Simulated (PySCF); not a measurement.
**Polarisability and C₆ of N²⁺ (nitrogen, charge +2)**

[He] 2s2 2p1, 2P determinant. All numbers are calculated (PySCF 2.14, no relativity, point nucleus, in aug-cc-pVTZ with one added diffuse shell each of s, p, d, f type (6s5p4d3f, 62 functions)). Coupled (time-dependent) response in atomic units; α is the mean over directions.

| method | mean α (bohr³) | α xx, yy, zz | C₆ (like pair) | S(−4) |
| --- | --- | --- | --- | --- |
| UHF | 2.705 | 2.815, 2.485, 2.815 | 3.833 | 9.033 |
| PBE | 2.588 | 2.700, 2.363, 2.700 | 3.681 | 6.835 |
| PBE0 | 2.599 | 2.714, 2.369, 2.714 | 3.694 | 7.017 |
| B97-3 | 2.564 | 2.686, 2.319, 2.686 | 3.625 | 6.646 |
| MN15 | 2.587 | 2.652, 2.458, 2.652 | 3.511 | 7.676 |

S(−4) is the Cauchy moment in α(ω) = α(0) + S(−4) ω² + …

α(iu) at PBE0:

```tsv
u (hartree)	α(iu) (bohr³)
0	2.599
0.0500	2.582
0.100	2.532
0.200	2.357
0.300	2.129
0.500	1.669
0.750	1.231
1.00	0.9369
1.50	0.5927
2.00	0.4081
3.00	0.2269
5.00	0.09973
```

A single London oscillator, α(iu) = α/(1 + u²/ω²), gives C₆ = (3/4) ω α². Matching the computed C₆ needs ω = 4 × 3.694 / (3 × 2.599²) = 0.729 hartree.

For an ion, C₆ is the dispersion term alone; charge-induced terms of lower order in 1/R come first.

The components differ because the open shell of this determinant is not spherical; for a pure term their mean is the scalar polarisability.
